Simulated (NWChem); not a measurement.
System: C2HF3; SMILES FC(=CF)F

NWChem input:

```
start job
memory heap 200 mb stack 900 mb global 1100 mb
geometry units angstroms
  F      1.758581     0.730061     0.178904
  C      0.952511    -0.326297     0.073491
  C     -0.359701    -0.201440    -0.038258
  F     -1.049716     0.922431    -0.062706
  F     -1.160821    -1.250946    -0.143079
  H      1.454831    -1.280086     0.086831
end
basis spherical
  * library def2-svp
end
dft
  xc pbe0
  iterations 150
end
driver
  maxiter 120
end
task dft optimize
task dft freq
```

Excerpt of the output:

```
             Northwest Computational Chemistry Package (NWChem) 7.3.0
             --------------------------------------------------------

 CS  symmetry detected

                             Geometry "geometry" -> ""
                             -------------------------

 Output coordinates in angstroms (scale by  1.889725989 to convert to a.u.)

  No.       Tag          Charge          X              Y              Z
 ---- ---------------- ---------- -------------- -------------- --------------
    1 F                    9.0000     0.05189675    -1.89809847     0.00000000
    2 C                    6.0000    -0.62898768    -0.75217118     0.00000000
    3 C                    6.0000    -0.02514544     0.42483859     0.00000000
    4 F                    9.0000     1.27472090     0.64878487     0.00000000
    5 F                    9.0000    -0.70150961     1.56359890     0.00000000
    6 H                    1.0000    -1.70117367    -0.86457220     0.00000000

 Effective nuclear repulsion energy (a.u.)     172.7764428970

      Symmetry information
      --------------------

 Group name             Cs
 Group number              2
 Group order               2
 No. of unique centers     6

                                Z-matrix (autoz)
                                --------

 Units are Angstrom for bonds and degrees for angles

      Type          Name      I     J     K     L     M      Value
      ----------- --------  ----- ----- ----- ----- ----- ----------
    1 Stretch                  1     2                       1.33295
    2 Stretch                  2     3                       1.32287
    3 Stretch                  2     6                       1.07806
    4 Stretch                  3     4                       1.31902
    5 Stretch                  3     5                       1.32448
    6 Bend                     1     2     3               122.12294
    7 Bend                     1     2     6               114.73318
    8 Bend                     2     3     4               126.93441
    9 Bend                     2     3     5               122.13268
   10 Bend                     3     2     6               123.14388
   11 Bend                     4     3     5               110.93291
   12 Torsion                  1     2     3     4           0.00000
   13 Torsion                  1     2     3     5         180.00000
   14 Torsion                  4     3     2     6         180.00000
   15 Torsion                  5     3     2     6           0.00000

                           NWChem Geometry Optimization
                           ----------------------------

[...]

      ----------------------
      Optimization converged
      ----------------------

  Step       Energy      Delta E   Gmax     Grms     Xrms     Xmax
  ---- ---------------- -------- -------- -------- -------- --------
@    4    -375.62717702 -9.6D-08  0.00003  0.00001  0.00024  0.00068
                                     ok       ok       ok       ok

                                Z-matrix (autoz)
                                --------

 Units are Angstrom for bonds and degrees for angles

[...]

 Rotational Constants
 --------------------
 A=   0.357230 cm-1  (  0.513963 K)
 B=   0.129141 cm-1  (  0.185800 K)
 C=   0.094851 cm-1  (  0.136467 K)

 Temperature                      =   298.15K
 frequency scaling parameter      =   1.0000

 Zero-Point correction to Energy  =   18.790 kcal/mol  (  0.029944 au)
 Thermal correction to Energy     =   21.572 kcal/mol  (  0.034378 au)
 Thermal correction to Enthalpy   =   22.165 kcal/mol  (  0.035322 au)

 Total Entropy                    =   69.643 cal/mol-K
   - Translational                =   39.109 cal/mol-K (mol. weight =  82.0030)
   - Rotational                   =   25.403 cal/mol-K (symmetry #  =        1)
   - Vibrational                  =    5.131 cal/mol-K

 Cv (constant volume heat capacity) =   14.175 cal/mol-K
   - Translational                  =    2.979 cal/mol-K
   - Rotational                     =    2.979 cal/mol-K
   - Vibrational                    =    8.216 cal/mol-K

[normal modes left out]

 ----------------------------------------------------------------------------
 Normal Eigenvalue ||           Projected Infra Red Intensities
  Mode   [cm**-1]  || [atomic units] [(debye/angs)**2] [(KM/mol)] [arbitrary]
 ------ ---------- || -------------- ----------------- ---------- -----------
    1       -0.000 ||    0.000066           0.002         0.064       0.017
    2       -0.000 ||    0.000860           0.020         0.838       0.216
    3       -0.000 ||    0.000378           0.009         0.369       0.095
    4        0.000 ||    0.000264           0.006         0.258       0.066
    5        0.000 ||    0.000033           0.001         0.032       0.008
    6        0.000 ||    0.000010           0.000         0.010       0.002
    7      229.459 ||    0.004431           0.102         4.320       1.112
    8      315.707 ||    0.004327           0.100         4.218       1.086
    9      496.935 ||    0.001938           0.045         1.889       0.486
   10      592.198 ||    0.000267           0.006         0.260       0.067
   11      640.124 ||    0.003375           0.078         3.290       0.847
   12      790.764 ||    0.034265           0.791        33.403       8.601
   13      968.843 ||    0.061222           1.412        59.683      15.368
   14     1220.356 ||    0.105144           2.426       102.499      26.393
   15     1316.216 ||    0.228733           5.277       222.980      57.416
   16     1423.721 ||    0.178920           4.128       174.420      44.913
   17     1885.413 ||    0.083806           1.933        81.699      21.037
   18     3270.554 ||    0.009035           0.208         8.808       2.268
 ----------------------------------------------------------------------------
```

Level: PBE0/def2-SVP.
